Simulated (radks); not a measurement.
Task: Coherent X-ray form factor from a spherical all-electron density. Calculated with a radial shooting solver on a logarithmic mesh with Libxc functionals: Dirac Kohn-Sham, PBE, spin-unpolarised, spherical densities, point nucleus.

sin(theta)/lambda (1/angstrom)  f0 (electrons)
0.05                                    35.984
0.1                                     33.939
0.15                                    31.686
0.2                                     29.371
0.25                                    27.155
0.3                                     25.164
0.4                                     21.922
0.5                                     19.361
0.6                                     17.136
0.8                                     13.262
1                                       10.281
1.25                                     7.897
1.5                                      6.574
2                                        5.199

The species is in the configuration that NIST lists as its ground one. Which atom or ion scatters so?

Result: Neutral rubidium, [Kr] 5s1. Extrapolating in s^2 from the first two rows gives f0(0) = 36.7, near the electron count 37; among species with that count, the fall with angle is slower the higher Z, and the table is that of Z = 37; from so few rows the species is fixed only to a neighbour or two.
